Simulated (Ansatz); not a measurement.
H2O3P (SMILES O=[P](O)O), doublet, at a GFN2-xTB geometry. Base run: Ansatz (a quantum-chemistry and plane-wave program) with CAM-B3LYP/6-311G**.

Ansatz was given this input:
Ansatz 0.2 input:
```yaml
crystal:
  periodic: [false, false, false]
  atoms:
    - {symbol: O, position_ang: [1.42718126, -0.12789257, 0.47029264]}
    - {symbol: P, position_ang: [0.19930598, 0.02167539, -0.31483825]}
    - {symbol: O, position_ang: [-0.89924470, -1.16220641, 0.03202880]}
    - {symbol: O, position_ang: [-0.64801295, 1.33248531, 0.10149128]}
    - {symbol: H, position_ang: [-0.49333564, -2.02094205, 0.15200512]}
    - {symbol: H, position_ang: [-1.53564299, 1.35672076, -0.25993305]}
basis:
  gaussian:
    orbitals: 6-311G__.json
hamiltonian:
  xc: cam_b3lyp
magnetization: {spin_polarized: true, initial_magnetization: 1}
```
The basis file holds 6-311G** in the JSON format of the Basis Set Exchange.

The base run was repeated with changes; each row names its change, and settings that it needs were set with it.

```json
[
 {"change": "base", "ΔE vs base (kcal/mol)": "0.000"},
 {"change": "fitting.mean_field = cc-pVTZ-JKFIT", "ΔE vs base (kcal/mol)": "0.003"},
 {"change": "point_charge = charge:1.0 position_ang:1.7382, 3.4241, 2.796", "ΔE vs base (kcal/mol)": "-10.77"},
 {"change": "final_grid = 4, 8, 17", "ΔE vs base (kcal/mol)": "-0.033"},
 {"change": "nuclear_model = gaussian", "ΔE vs base (kcal/mol)": "0.176"},
 {"change": "fitting.mean_field = def2-universal-JKFIT", "ΔE vs base (kcal/mol)": "-0.027"},
 {"change": "forces = on", "ΔE vs base (kcal/mol)": "0.000"},
 {"change": "final_grid = 14, 28, 59", "ΔE vs base (kcal/mol)": "0.000"},
 {"change": "accuracy = high", "ΔE vs base (kcal/mol)": "0.000"},
 {"change": "lower_state_search = light", "ΔE vs base (kcal/mol)": "0.000"},
 {"change": "lower_state_search = off", "ΔE vs base (kcal/mol)": "0.000"}
]
```
